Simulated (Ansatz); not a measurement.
Reaction (formal exchange of groups at a Ge–Al bond): `B[CH2][AlH][GeH3]` + `C=C(O)Br` → `C=[C]([GeH3])Br` + `B[CH2][AlH][OH]`

Calculated with Ansatz (gas phase, PBE0-D4/def2-TZVP geometries, no zero-point term in ΔE). CBS: MP2 limit from def2 TZ/QZ plus the TZ coupled-cluster correction, frozen cores. Functionals use def2-TZVPP. For Br, Ge outer-core shells are correlated without core-valence functions, which leaves a few kJ/mol of doubt a bond. Scalar relativity is left out up to krypton. One conformer a species, not always the lowest.

`B[CH2][AlH][GeH3]`:

Cartesian coordinates in Å:
```
B -1.815 -0.388 0.645
C -1.027 0.813 1.103
Al 0.292 1.049 -0.365
Ge 1.807 -0.814 -0.958
H -1.376 -1.497 0.786
H -2.845 -0.256 0.044
H -1.529 1.776 1.202
H -0.302 0.632 1.911
H 0.374 2.471 -1.065
H 2.198 -1.656 0.273
H 1.110 -1.777 -1.942
H 3.113 -0.355 -1.634
```

`C=C(O)Br`:

```xyz
7

C     0.467   -0.791   -0.046
C    -0.428    0.186   -0.023
O    -0.206    1.496    0.160
Br   -2.266   -0.137   -0.259
H     0.171   -1.816   -0.203
H     1.520   -0.571    0.093
H     0.742    1.633    0.278
```

`C=[C]([GeH3])Br`:

```xyz
9

C     0.356   -1.224   -0.964
C    -0.387   -0.543   -0.106
Ge    0.090    1.177    0.672
Br   -2.064   -1.239    0.457
H     0.053   -2.181   -1.375
H     1.313   -0.822   -1.283
H     0.154    1.038    2.198
H    -0.977    2.213    0.292
H     1.461    1.581    0.107
```

`B[CH2][AlH][OH]`:

Cartesian coordinates in Å:
```
B -0.225 1.486 -0.688
C -0.935 0.495 0.202
Al 0.497 -0.801 0.601
O 0.678 -2.073 -0.502
H -0.200 1.336 -1.877
H 0.409 2.389 -0.212
H -1.702 -0.136 -0.256
H -1.202 0.831 1.209
H 1.376 -0.739 1.914
H 1.303 -2.788 -0.392
```

```tsv
species	B2PLYP energy (Eh)
`B[CH2][AlH][GeH3]`	-2386.65005
`C=C(O)Br`	-2726.92878
`C=[C]([GeH3])Br`	-4729.54641
`B[CH2][AlH][OH]`	-384.09897
```

(1) Work out ΔE.

Largest T1 diagnostic among the species: 0.013.

Results:

(1) ΔE = (-4729.54641) + (-384.09897) − (-2386.65005) − (-2726.92878) = -0.06655 Eh = -1.81 eV. CCSD(T)/CBS gives -1.84 eV.

From PBE to PBE0 (25 % exact exchange), in def2-TZVPP and without D4, ΔE moves by −0.06 eV.
